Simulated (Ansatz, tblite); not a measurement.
Forces on Sr₄Te₅⁻ at its PBE-D4/def2-SVP geometry. Total charge -1; doublet.

In the def2 sets Sr, Te take a core potential; there is no spin–orbit coupling. The xTB rows come from tblite. The structure comes from a short search, and lower isomers may exist.

GFN1-xTB (tblite), largest force 1.17 eV/Å:

```xyz
9
positions Å, forces eV/Å
Sr   -1.374   -1.062    2.159    0.195    0.167   -0.355
Sr    1.498   -1.352   -0.910    0.169    0.651    0.170
Sr    0.700    2.082    0.272    0.434   -0.492   -0.223
Sr   -2.435   -0.034   -1.546    0.314   -0.049    0.354
Te    1.652   -0.397    2.269   -0.596    0.134   -0.791
Te   -2.493    1.704    1.113    0.644   -0.732   -0.401
Te   -1.436   -2.845   -0.453    0.240    1.008    0.198
Te    3.687    0.907   -0.146   -1.101   -0.334    0.228
Te    0.202    0.996   -2.758   -0.299   -0.352    0.821
```

GFN2-xTB (tblite), largest force 0.55 eV/Å:

```
Sr 0.066 -0.024 0.115
Sr -0.295 0.074 -0.003
Sr -0.239 -0.167 -0.086
Sr 0.125 0.002 0.077
Te -0.203 -0.080 0.094
Te 0.066 0.043 -0.087
Te 0.065 0.047 -0.086
Te 0.530 0.134 -0.031
Te -0.114 -0.029 0.007
```

PBE0-D4/def2-SVP (Ansatz), largest force 0.11 eV/Å:

```
Sr 0.068 0.025 -0.028
Sr -0.012 0.023 0.027
Sr 0.002 -0.037 0.006
Sr 0.052 0.010 0.006
Te -0.092 -0.003 -0.053
Te 0.017 -0.049 -0.020
Te -0.007 0.054 0.015
Te 0.009 0.005 -0.009
Te -0.035 -0.028 0.057
```
